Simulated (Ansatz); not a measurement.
Relaxation of C$_{2}$H$_{9}$BOSi (14 atoms, charge 0, multiplicity 1), to a largest force component of 0.015 eV/Å in at most 40 steps.

All numbers below come from RHF/STO-3G in Ansatz 0.2.0.

```xyz
14
Properties=species:S:1:pos:R:3:forces:R:3
C -1.147 1.107 1.154 -1.93 4.29 0.03
B 0.092 0.283 1.491 2.03 -1.11 1.50
C 0.878 -0.577 0.406 2.40 -0.34 1.29
Si 0.293 -0.487 -1.325 -3.59 0.40 -1.00
O 1.184 -1.471 -2.380 0.23 0.45 1.09
H -0.938 1.941 0.389 -0.23 -2.03 1.52
H -1.540 1.653 2.065 0.43 -1.10 -1.64
H -1.955 0.509 0.736 0.10 -0.01 0.06
H 0.481 0.298 2.653 -0.39 -0.19 -1.85
H 0.914 -1.637 0.771 0.03 1.42 -0.57
H 1.949 -0.216 0.419 -1.58 -0.74 0.30
H -1.143 -0.995 -1.309 2.23 0.73 -0.26
H 0.187 0.922 -1.809 0.50 -1.68 0.48
H 0.732 -1.358 -3.234 -0.22 -0.09 -0.94
```

Q: Where does it end, and by what steps?

A: The forces met the threshold. Limits of this set-up: minimal basis. After 6 steps the energy has fallen by 0.643 eV; H14 moved furthest, 0.16 Å.

```json
{"step": "0", "energy less start (eV)": "0.0000", "largest force component (eV/Å)": "4.295", "accepted": "yes"}
{"step": "1", "energy less start (eV)": "-0.5698", "largest force component (eV/Å)": "1.448", "accepted": "yes"}
{"step": "2", "energy less start (eV)": "-0.6362", "largest force component (eV/Å)": "0.344", "accepted": "yes"}
{"step": "3", "energy less start (eV)": "-0.6406", "largest force component (eV/Å)": "0.204", "accepted": "yes"}
{"step": "4", "energy less start (eV)": "-0.6425", "largest force component (eV/Å)": "0.059", "accepted": "yes"}
{"step": "5", "energy less start (eV)": "-0.6431", "largest force component (eV/Å)": "0.025", "accepted": "yes"}
{"step": "6", "energy less start (eV)": "-0.6431", "largest force component (eV/Å)": "0.002", "accepted": "yes"}
```

```xyz
14
Properties=species:S:1:pos:R:3
C -1.169 1.175 1.226
B 0.107 0.285 1.495
C 0.854 -0.541 0.378
Si 0.194 -0.505 -1.358
O 1.216 -1.462 -2.297
H -0.922 1.975 0.534
H -1.577 1.625 2.122
H -1.954 0.591 0.755
H 0.539 0.234 2.576
H 0.907 -1.569 0.721
H 1.887 -0.204 0.375
H -1.136 -1.015 -1.411
H 0.169 0.826 -1.869
H 0.871 -1.446 -3.220
```

Whether the end is a true minimum wasn't checked by a vibrational analysis.

The run took 9.3 s on 1 thread of AMD EPYC 7R43 64-Core Processor (Zen 3), with other jobs on the host, peak memory 0.14 GiB.
